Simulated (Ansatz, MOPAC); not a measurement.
Spectroscopic constants of CoO+, multiplicity 5 (lowest of 2S+1 = 1, 3, 5, 7 at PBE0/def2-TZVPP; our sources give no spin for the ground state, which may be another). No spin–orbit coupling. Co is treated without relativity.

The constants come from a fifth-degree fit in 1/R (seven points, main isotopes). In def2 and cc sets the state is the lowest found near the PBE0 minimum, followed along R.

The values were computed with Ansatz (Gaussian basis) for Hartree–Fock, density functionals and correlated methods; MOPAC for PM6, PM7 (differences of heats of formation). 

```csv
level,r_e (Å),ω_e (cm⁻¹),ω_e x_e (cm⁻¹),α_e (cm⁻¹)
PM6,1.689,943,2.8,0.0020
PM7,1.665,1008,2.7,0.0015
SVWN5/def2-TZVPP,1.595,908,5.6,0.0042
PBE/def2-TZVPP,1.625,841,5.8,0.0044
r2SCAN/def2-TZVPP,1.617,839,7.3,0.0050
B97M-V/def2-TZVPP,1.621,804,7.9,0.0057
B3LYP/def2-TZVPP,1.634,772,7.6,0.0058
PBE0/def2-TZVPP,1.625,767,7.2,0.0061
BHLYP/def2-TZVPP,1.719,722,2.9,0.0023
CAM-B3LYP/def2-TZVPP,1.626,762,6.6,0.0061
wB97X-V/def2-TZVPP,1.624,770,7.3,0.0063
wB97M-V/def2-TZVPP,1.631,741,6.6,0.0064
```

The state reached by PM6, PM7 isn't checked; PM7 holds dispersion and hydrogen-bond terms.

Ansatz is a program for electronic structure.
